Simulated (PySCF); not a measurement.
trans-1,3-butadiene (C₄H₆), singlet, geometry from GFN2-xTB; PySCF with CAMB3LYP/6-31+G*, TDA.

Input for PySCF:
```python
from pyscf import gto, scf, dft, tdscf

mol = gto.M(
    atom='''
C     0.600984    1.729885    0.006604
C     0.601825    0.401396    0.004979
C    -0.601825   -0.401396   -0.004979
C    -0.600984   -1.729885   -0.006604
H     1.512320    2.302754    0.014100
H    -0.318292    2.292931    0.000444
H     1.537142   -0.143656    0.011281
H    -1.537142    0.143656   -0.011281
H     0.318292   -2.292931   -0.000444
H    -1.512320   -2.302754   -0.014100
''',
    basis='6-31+g*',
    charge=0,
    spin=0,
    verbose=4,
)

mf = dft.RKS(mol)
mf.xc = 'camb3lyp'
mf.kernel()
td = mf.TDA()
td.nstates = 5
td.kernel()
td.analyze()
```

The log (banner, timings and long lists left out):

```
PySCF version 2.14.0

[INPUT] verbose = 4
[INPUT] num. atoms = 10
[INPUT] num. electrons = 30
[INPUT] charge = 0
[INPUT] spin (= nelec alpha-beta = 2S) = 0
[INPUT] symmetry False subgroup None
[INPUT] Mole.unit = angstrom
[INPUT] Symbol           X                Y                Z      unit          X                Y                Z       unit  Magmom
[INPUT]  1 C      0.600984000000   1.729885000000   0.006604000000 AA    1.135695165246   3.269008876993   0.012479751327 Bohr   0.0
[INPUT]  2 C      0.601825000000   0.401396000000   0.004979000000 AA    1.137284424916   0.758528507496   0.009408946374 Bohr   0.0
[INPUT]  3 C     -0.601825000000  -0.401396000000  -0.004979000000 AA   -1.137284424916  -0.758528507496  -0.009408946374 Bohr   0.0
[INPUT]  4 C     -0.600984000000  -1.729885000000  -0.006604000000 AA   -1.135695165246  -3.269008876993  -0.012479751327 Bohr   0.0
[INPUT]  5 H      1.512320000000   2.302754000000   0.014100000000 AA    2.857870612702   4.351574392247   0.026645138356 Bohr   0.0
[INPUT]  6 H     -0.318292000000   2.292931000000   0.000444000000 AA   -0.601484707640   4.333011612525   0.000839038399 Bohr   0.0
[INPUT]  7 H      1.537142000000  -0.143656000000   0.011281000000 AA    2.904777394566  -0.271470496151   0.021318000411 Bohr   0.0
[INPUT]  8 H     -1.537142000000   0.143656000000  -0.011281000000 AA   -2.904777394566   0.271470496151  -0.021318000411 Bohr   0.0
[INPUT]  9 H      0.318292000000  -2.292931000000  -0.000444000000 AA    0.601484707640  -4.333011612525  -0.000839038399 Bohr   0.0
[INPUT] 10 H     -1.512320000000  -2.302754000000  -0.014100000000 AA   -2.857870612702  -4.351574392247  -0.026645138356 Bohr   0.0

nuclear repulsion = 104.503209122829
number of shells = 44
number of NR pGTOs = 148
number of NR cGTOs = 84
basis = 6-31+g*
ecp = {}

******** <class 'pyscf.dft.rks.RKS'> ********
method = RKS
initial guess = minao
damping factor = 0
level_shift factor = 0
DIIS = <class 'pyscf.scf.diis.CDIIS'>
diis_start_cycle = 1
diis_space = 8
diis_damp = 0
SCF conv_tol = 1e-09
SCF conv_tol_grad = None
SCF max_cycles = 50
direct_scf = True
direct_scf_tol = 1e-13
XC library pyscf.dft.libxc version 7.1.2
    S. Lehtola, C. Steigemann, M. J. T. Oliveira, and M. A. L. Marques,  SoftwareX 7, 1–5 (2018)
XC functionals = camb3lyp
    T. Yanai, D. P. Tew, and N. C. Handy,  Chem. Phys. Lett. 393, 51 (2004)
radial grids:
    Treutler-Ahlrichs [JCP 102, 346 (1995); DOI:10.1063/1.469408] (M4) radial grids

becke partition: Becke, JCP 88, 2547 (1988); DOI:10.1063/1.454033
pruning grids: <function nwchem_prune>
grids dens level: 3
symmetrized grids: False
atomic radii adjust function: <function treutler_atomic_radii_adjust>
small_rho_cutoff = 0
Set gradient conv threshold to 3.16228e-05
Initial guess from minao.
tot grids = 115320
init E= -156.345477242716
  HOMO = -0.275326657237755  LUMO = -0.0840509986079394  gap/eV = 5.20488
cycle= 1 E= -155.872650378447  delta_E= 0.473  |g|= 0.249  |ddm|= 3.72
  HOMO = -0.256604153287244  LUMO = 0.0349152495741367  gap/eV = 7.93265
cycle= 2 E= -155.88489903604  delta_E= -0.0122  |g|= 0.163  |ddm|= 0.631
  HOMO = -0.296304703155702  LUMO = 0.00630799920563474  gap/eV = 8.23451
cycle= 3 E= -155.892164736621  delta_E= -0.00727  |g|= 0.017  |ddm|= 0.324
  HOMO = -0.293325737049713  LUMO = 0.0100446798489742  gap/eV = 8.25513
cycle= 4 E= -155.892265521464  delta_E= -0.000101  |g|= 0.00778  |ddm|= 0.0586
  HOMO = -0.293523237131801  LUMO = 0.00984924588082947  gap/eV = 8.25519
cycle= 5 E= -155.892280273836  delta_E= -1.48e-05  |g|= 0.00202  |ddm|= 0.0128
  HOMO = -0.293594489978151  LUMO = 0.00985208719491482  gap/eV = 8.25720
cycle= 6 E= -155.892281607779  delta_E= -1.33e-06  |g|= 0.00024  |ddm|= 0.00359
  HOMO = -0.293609680594777  LUMO = 0.00988591748286316  gap/eV = 8.25854
cycle= 7 E= -155.892281665489  delta_E= -5.77e-08  |g|= 4.12e-05  |ddm|= 0.000976
  HOMO = -0.293612014398373  LUMO = 0.00989230972202604  gap/eV = 8.25877
cycle= 8 E= -155.892281667111  delta_E= -1.62e-09  |g|= 6.93e-06  |ddm|= 0.000302
  HOMO = -0.293613148056201  LUMO = 0.00989263136606633  gap/eV = 8.25881
cycle= 9 E= -155.892281667153  delta_E= -4.17e-11  |g|= 1.05e-06  |ddm|= 5.6e-05
  HOMO = -0.293613209519443  LUMO = 0.00989273107425692  gap/eV = 8.25882
Extra cycle  E= -155.892281667154  delta_E= -9.09e-13  |g|= 3.21e-07  |ddm|= 5.75e-06
converged SCF energy = -155.892281667154

******** <class 'pyscf.tdscf.rks.TDA'> for <class 'pyscf.dft.rks.RKS'> ********
nstates = 5 singlet
deg_eia_thresh = 1.000e-03
wfnsym = None
conv_tol = 1e-05
eigh lindep = 1e-12
eigh level_shift = 0
eigh max_cycle = 100

Excitation energies (eV)
[6.25949383 6.43348261 6.68486088 6.80937938 7.14330987]

** Singlet excitation energies and oscillator strengths **
Excited State   1:      6.25949 eV    198.07 nm  f=0.9280
      15 -> 16        0.67352
      15 -> 23        0.16534
Excited State   2:      6.43348 eV    192.72 nm  f=0.0000
      15 -> 17        0.68422
      15 -> 21       -0.11915
Excited State   3:      6.68486 eV    185.47 nm  f=0.0037
      15 -> 19        0.68914
Excited State   4:      6.80938 eV    182.08 nm  f=0.0524
      14 -> 17        0.11122
      15 -> 18       -0.67935
      15 -> 24       -0.10949
Excited State   5:      7.14331 eV    173.57 nm  f=0.0000
      14 -> 16       -0.19296
      15 -> 20        0.67232

** Transition electric dipole moments (AU) **
state          X           Y           Z        Dip. S.      Osc.
  1        -0.6306     -2.3777     -0.0076      6.0512      0.9280
  2         0.0000     -0.0000     -0.0000      0.0000      0.0000
  3         0.0011      0.0001     -0.1509      0.0228      0.0037
  4        -0.0042     -0.0007      0.5606      0.3143      0.0524
  5        -0.0000     -0.0000      0.0000      0.0000      0.0000

** Transition velocity dipole moments (imaginary part, AU) **
state          X           Y           Z        Dip. S.      Osc.
  1        -0.1082     -0.2202     -0.0011      0.0602      0.1745
  2         0.0000     -0.0000     -0.0000      0.0000      0.0000
  3         0.0003      0.0000     -0.0407      0.0017      0.0045
  4        -0.0010     -0.0002      0.1359      0.0185      0.0492
  5        -0.0000     -0.0000      0.0000      0.0000      0.0000

** Transition magnetic dipole moments (imaginary part, AU) **
state          X           Y           Z
  1        -0.0000      0.0000      0.0000
  2         0.6637     -0.3775      0.0045
  3         0.0000     -0.0000      0.0000
  4         0.0000     -0.0000      0.0000
  5         0.0044      0.0007     -0.5957
```
